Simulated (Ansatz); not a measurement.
`C[BH][GeH2][SiH3]` + `N[SiH3]` → `CBN[SiH3]` + `[SiH3][GeH3]`  (cleavage of the B–Ge bond)

Calculated with Ansatz (gas phase, PBE0-D4/def2-TZVP geometries, no zero-point term in ΔE). CCSD(T)/CBS adds triple-zeta CCSD(T) − MP2 to the extrapolated MP2 energy (def2 sets, frozen cores). This one scheme is used for every species. Functionals use def2-TZVPP. B3LYP here is the variant with VWN-RPA as its local correlation; programs differ in this. For Ge outer-core shells are correlated without core-valence functions, which leaves a few kJ/mol of doubt a bond. Scalar relativity is left out up to krypton. Each species was taken in one conformer, which may not be the lowest.

Q: Is it downhill or uphill in electronic energy at CCSD(T)/CBS, and by how much? (An estimate is asked.)

A: Computed: Downhill: ΔE = -32.4 kcal/mol.

Q: What do these levels give: r2SCAN-D4, PBE0-D4, ωB97X-V, ωB97M-V, PBE, B3LYP, HF/def2-TZVPP, CCSD/def2-TZVPP, CCSD(T)/def2-TZVPP, HF/def2-QZVPP, HF/CBS(def2), MP2/CBS(def2)? (An estimate is asked.)

A: The calculation gave: r2SCAN-D4 -32.8, PBE0-D4 -32.3, ωB97X-V -33.4, ωB97M-V -33.9, PBE -31.6, B3LYP -33.4, HF/def2-TZVPP -34.9, CCSD/def2-TZVPP -33.2, CCSD(T)/def2-TZVPP -33.3, HF/def2-QZVPP -35.2, HF/CBS(def2) -35.2, MP2/CBS(def2) -32.6 kcal/mol.

Largest T1 diagnostic among the species: 0.012.

In def2-TZVPP, CCSD(T) changes the Hartree–Fock value by +1.6 kcal/mol (the triples alone add −0.0 kcal/mol) and MP2 by +1.4 kcal/mol.
